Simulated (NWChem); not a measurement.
All runs are NWChem calculations. System: AgI, charge 1, spin multiplicity 2, at the geometry of a parent with another charge or spin, in a state set for the comparison that need not be this species' ground state. Its SCF solution wasn't tested for a lower state. Level: UHF/def2-TZVPD with def2 effective core potentials on Ag, I.

The NWChem input:

```
start mol
memory heap 200 mb stack 900 mb global 1100 mb
charge 1
geometry units angstroms nocenter noautoz
  Ag     0.000000     0.000000    -1.368255
  I      0.000000     0.000000     1.213358
  symmetry group C2v
end
basis spherical
  * library def2-tzvpd
end
ecp
  Ag library def2-ecp
  I library def2-ecp
end
scf
  uhf
  nopen 1
  maxiter 100
  thresh 1e-7
  semidirect memsize 60000000 filesize 0
  # guess.movecs holds the orbitals of an unrestricted PBE0 run
  vectors input guess.movecs output mol.movecs
end
task scf energy
```

Output (cleaned and shortened):

```
             Northwest Computational Chemistry Package (NWChem) 7.3.0
             --------------------------------------------------------

                                NWChem Input Module
                                -------------------

 Scaling coordinates for geometry "geometry" by  1.889725989
 (inverse scale =  0.529177249)

 Turning off AUTOSYM since
 SYMMETRY directive was detected!

                             Geometry "geometry" -> ""
                             -------------------------

 Output coordinates in angstroms (scale by  1.889725989 to convert to a.u.)

  No.       Tag          Charge          X              Y              Z
 ---- ---------------- ---------- -------------- -------------- --------------
    1 Ag                  47.0000     0.00000000     0.00000000    -1.36825500
    2 I                   53.0000     0.00000000     0.00000000     1.21335800

 Effective nuclear repulsion energy (a.u.)     510.6034588679

            Nuclear Dipole moment (a.u.)
            ----------------------------
        X                 Y               Z
 ---------------- ---------------- ----------------
     0.0000000000     0.0000000000    -0.0000207870

      Symmetry information
      --------------------

 Group name             C2v
 Group number             16
 Group order               4
 No. of unique centers     2

      Symmetry unique atoms

     1    2


 Summary of "ao basis" -> "" (spherical)
 ------------------------------------------------------------------------------
       Tag                 Description            Shells   Functions and Types
 ---------------- ------------------------------  ------  ---------------------
 *                         def2-tzvpd                 on all atoms

 Summary of "ao basis" -> "ao basis" (spherical)
 ------------------------------------------------------------------------------
       Tag                 Description            Shells   Functions and Types
 ---------------- ------------------------------  ------  ---------------------
 Ag                        def2-tzvpd               14       40   6s4p3d1f
 I                         def2-tzvpd               19       59   7s6p4d2f

                                 NWChem SCF Module
                                 -----------------

  ao basis        = "ao basis"
  functions       =    99
  atoms           =     2
  alpha electrons =    22
  beta  electrons =    21
  charge          =   1.00
  wavefunction    = UHF
  use symmetry    = T
  symmetry adapt  = T

 Summary of "ao basis" -> "ao basis" (spherical)
 ------------------------------------------------------------------------------
       Tag                 Description            Shells   Functions and Types
 ---------------- ------------------------------  ------  ---------------------
 Ag                        def2-tzvpd               14       40   6s4p3d1f
 I                         def2-tzvpd               19       59   7s6p4d2f

      Symmetry analysis of basis
      --------------------------

        a1         43
        a2         10
        b1         23
        b2         23

 Forming initial guess at       0.2s

   Symmetry analysis of molecular orbitals - initial alpha
   -------------------------------------------------------

  Numbering of irreducible representations:

     1 a1          2 a2          3 b1          4 b2

  Orbital symmetries:

     1 a1          2 b2          3 a1          4 b1          5 a1
     6 a1          7 b2          8 b1          9 a1         10 b2
[...]
    64      0.194777  2 I  py                14      0.169952  1 Ag py

 Vector   25  Occ=0.000000D+00  E=-9.242057D-02  Symmetry=b1
              MO Center=  1.8D-14, -7.2D-14, -1.3D+00, r^2= 8.6D+00
   Bfn.  Coefficient  Atom+Function         Bfn.  Coefficient  Atom+Function
  ----- ------------  ---------------      ----- ------------  ---------------
    16      0.850394  1 Ag px                60     -0.277939  2 I  px
    63      0.182294  2 I  px                13      0.165377  1 Ag px

                     UHF Final Beta Molecular Orbital Analysis
                     -----------------------------------------

 Vector   19  Occ=1.000000D+00  E=-7.662776D-01  Symmetry=a1
              MO Center= -5.1D-17,  1.4D-16, -1.4D+00, r^2= 6.4D-01
   Bfn.  Coefficient  Atom+Function         Bfn.  Coefficient  Atom+Function
  ----- ------------  ---------------      ----- ------------  ---------------
    23      0.654592  1 Ag d  2              28      0.382887  1 Ag d  2

 Vector   20  Occ=1.000000D+00  E=-5.999639D-01  Symmetry=a1
              MO Center=  9.3D-16, -3.3D-15,  7.2D-01, r^2= 2.7D+00
   Bfn.  Coefficient  Atom+Function         Bfn.  Coefficient  Atom+Function
  ----- ------------  ---------------      ----- ------------  ---------------
    59      0.533379  2 I  pz                53     -0.410348  2 I  pz
    56      0.315286  2 I  pz                 5     -0.250514  1 Ag s
    21      0.219547  1 Ag d  0               3      0.153607  1 Ag s

 Vector   21  Occ=1.000000D+00  E=-5.804996D-01  Symmetry=b1
              MO Center= -1.2D-14, -5.7D-16,  1.1D+00, r^2= 2.1D+00
   Bfn.  Coefficient  Atom+Function         Bfn.  Coefficient  Atom+Function
  ----- ------------  ---------------      ----- ------------  ---------------
    57      0.591542  2 I  px                51     -0.459905  2 I  px
    54      0.363552  2 I  px                60      0.222196  2 I  px

 Vector   22  Occ=0.000000D+00  E=-2.478986D-01  Symmetry=b2
              MO Center=  6.8D-15, -3.5D-13,  1.0D+00, r^2= 2.8D+00
   Bfn.  Coefficient  Atom+Function         Bfn.  Coefficient  Atom+Function
  ----- ------------  ---------------      ----- ------------  ---------------
    58      0.476483  2 I  py                52     -0.393696  2 I  py
    61      0.364413  2 I  py                55      0.285699  2 I  py

 Vector   23  Occ=0.000000D+00  E=-1.740053D-01  Symmetry=a1
              MO Center= -4.6D-16,  4.8D-16, -1.9D+00, r^2= 5.0D+00
   Bfn.  Coefficient  Atom+Function         Bfn.  Coefficient  Atom+Function
  ----- ------------  ---------------      ----- ------------  ---------------
     6      0.762693  1 Ag s                  5      0.389012  1 Ag s
     3     -0.252407  1 Ag s                 46     -0.179102  2 I  s
    59      0.179871  2 I  pz                18     -0.176485  1 Ag pz
     4     -0.175263  1 Ag s                 62      0.156947  2 I  pz

 Vector   24  Occ=0.000000D+00  E=-9.272288D-02  Symmetry=b1
              MO Center=  8.2D-16,  4.1D-16, -1.3D+00, r^2= 8.5D+00
   Bfn.  Coefficient  Atom+Function         Bfn.  Coefficient  Atom+Function
  ----- ------------  ---------------      ----- ------------  ---------------
    16      0.853456  1 Ag px                60     -0.283856  2 I  px
    63      0.172231  2 I  px                13      0.170458  1 Ag px

 center of mass
 --------------
 x =   0.00000000 y =   0.00000000 z =   0.06225274

 moments of inertia (a.u.)
 ------------------
        1380.977555094979           0.000000000000           0.000000000000
           0.000000000000        1380.977555094979           0.000000000000
           0.000000000000           0.000000000000           0.000000000000

  Mulliken analysis of the total density
  --------------------------------------

    Atom       Charge   Shell Charges
 -----------   ------   -------------------------------------------------------
    1 Ag  19    18.32   0.03 -0.40  1.57  0.79  0.21  0.03  5.19  0.80  0.12  0.01  5.92  3.30  0.74  0.00
    2 I   25    24.68   0.19 -0.77  1.58  1.00  1.14  0.86 -0.06 -0.49  6.44  1.28  2.77  0.71 -0.01  9.23  0.76  0.04 -0.00  0.01  0.00

  Mulliken analysis of the alpha density
  --------------------------------------

    Atom       Charge   Shell Charges
 -----------   ------   -------------------------------------------------------
    1 Ag  19     9.14   0.02 -0.20  0.78  0.40  0.09  0.01  2.60  0.40  0.05  0.01  2.97  1.65  0.36  0.00
    2 I   25    12.86   0.09 -0.38  0.79  0.50  0.57  0.43 -0.03 -0.25  3.23  0.77  1.70  0.42 -0.00  4.61  0.39  0.02 -0.00  0.00  0.00

   Mulliken analysis of the beta density
   -------------------------------------

    Atom       Charge   Shell Charges
 -----------   ------   -------------------------------------------------------
    1 Ag  19     9.18   0.02 -0.20  0.78  0.40  0.12  0.02  2.60  0.40  0.07  0.01  2.95  1.65  0.37  0.00
    2 I   25    11.82   0.09 -0.39  0.79  0.50  0.57  0.42 -0.03 -0.24  3.21  0.51  1.08  0.28 -0.00  4.62  0.37  0.02 -0.00  0.00  0.00

   Mulliken analysis of the spin density
   -------------------------------------

    Atom       Charge   Shell Charges
 -----------   ------   -------------------------------------------------------
    1 Ag  19    -0.04  -0.00  0.00 -0.00  0.00 -0.03 -0.01  0.00 -0.00 -0.01 -0.00  0.01  0.00 -0.01  0.00
    2 I   25     1.04  -0.00  0.00 -0.00 -0.00  0.00  0.01 -0.00 -0.01  0.02  0.26  0.62  0.14  0.00 -0.02  0.01  0.00  0.00  0.00  0.00

       Multipole analysis of the density wrt the origin
       ------------------------------------------------

     L   x y z        total         alpha         beta         nuclear
     -   - - -        -----         -----         ----         -------
     0   0 0 0      1.000000    -22.000000    -21.000000     44.000000

     1   1 0 0      0.000000     -0.000000      0.000000      0.000000
     1   0 1 0      0.000000      0.000000      0.000000      0.000000
     1   0 0 1     -1.302677     -5.856793     -3.641824      8.195940

     2   2 0 0    -31.213819    -16.080471    -15.133348      0.000000
     2   1 1 0      0.000000      0.000000      0.000000      0.000000
     2   1 0 1     -0.000000      0.000000     -0.000000      0.000000
     2   0 2 0    -28.602214    -16.424168    -12.178046      0.000000
     2   0 1 1      0.000000      0.000000      0.000000      0.000000
     2   0 0 2    -20.291275   -142.411922   -136.339611    258.460258

 Task  times  cpu:        4.1s     wall:        4.1s

 Total times  cpu:        4.2s     wall:        4.2s
```
